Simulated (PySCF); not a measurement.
From computed data to an observable: chemical shift, span and skew from a shielding tensor

Zn(Me)(OMe) (C₂H₆OZn), SMILES C[O][Zn][CH3]. Atoms are numbered in the order given.

```xyz
10

Zn    -0.2185     0.1397     0.3039
C     -1.5246     1.1409     1.3228
H     -2.1175     0.4670     1.9611
H     -2.2165     1.6761     0.6536
H     -1.0299     1.8824     1.9696
O      1.0306    -0.8573    -0.4889
C      1.3846    -0.9026    -1.8345
H      1.7574     0.0675    -2.2310
H      2.2030    -1.6344    -1.9843
H      0.5552    -1.2212    -2.5038
```
Charge 0, spin multiplicity 1.

Coordinates come from a B3LYP-D3(BJ)/def2-SVP optimisation. The structure was generated by enumeration; whether it is a known compound was not checked. The values are those of a single conformer.

GIAO shieldings from PySCF with B3LYP/pcSseg-1, non-relativistic, no solvent. The symmetric part of the tensor of C7 has the principal values 91.3, 91.6, 177.5 ppm. The same nucleus in TMS has σ = 181.3 ppm at this level (PySCF, at its B3LYP-D3(BJ)/def2-TZVP geometry).

### Question
Work out the isotropic shielding, the ¹³C shift against TMS, the span and the skew.

### Answer

σ(iso) = (σ11 + σ22 + σ33)/3 = 120.1 ppm. δ = σ(ref) − σ(iso) = 181.3 − (120.1) = 61.2 ppm.
Span Ω = σ33 − σ11 = 86.2 ppm. Skew κ = 3(σ(iso) − σ22)/Ω = 0.99, an axial tensor. Tumbling in solution averages the tensor to δ; in a static solid the shielding alone would spread this spin-1/2 line over Ω.
